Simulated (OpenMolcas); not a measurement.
Ni2+: moving the ligands

Ni2+ with 6 ligands (chloride) in tetragonal octahedral coordination (D4h) at 2.45 Å, the axial distance 2.475 Å. A charge of +0.667 e stands 3.2 Å behind each ligand. Ligand basis ANO-RCC-VDZP.

| Item | Value |
| --- | --- |
| Program | OpenMolcas |
| Method | CASSCF |
| Basis | ANO-RCC-VDZP [5s4p2d1f] |
| Scalar Hamiltonian | DKH2, point nucleus |
| Active space | 8 electrons in 5 orbitals (3d) |
| State averaging | 2S+1 = 3 even, 10 roots; 2S+1 = 1 even, 15 roots |
| Spin-orbit coupling | state interaction with AMFI integrals over the reference wave functions |

Runs around this geometry, states (labels of D4, the rotations of D4h). Energies in cm-1 above the lowest state or level, χT in cm3 K/mol.

```csv
R (Å),Axial / equatorial distance,Ground state,First state of that spin,First gap with spin-orbit (degeneracies),χT at 300 K,First state of another spin
2.39,1.01,3B1,3E 4338,"2.6 (1, 2)",1.667,1A1 17486
2.45,1.01,3B1,3E 3645,"2.9 (1, 2)",1.790,1A1 17409
2.45,1.111,3B1,3E 2468,"31.3 (1, 2)",1.992,1A1 16884
```

Taking the first state of the same spin as R^-n, n = -ln(3645 / 4338) / ln(2.45 / 2.39) = 7.0 between the shortest and longest distance.

Without dynamic correlation the repulsion within the d shell is too large (B by tens of per cent), so at a given field states of lower spin stand too high. Ligand-to-metal charge-transfer states are missing. With no ligand orbital active B as a rule stays too high, so bands that hang on it stand too high and its fall with covalency is understated. With metal d orbitals alone and no dynamic correlation the field as a rule comes out too small, by tens of per cent, by up to half for chloride and softer ligands, and the orbital part of g and χT, which goes as 1/10Dq, too large. No measured value stands beside these numbers; the geometry is a model, was not optimised and need not be the one that this ion takes.
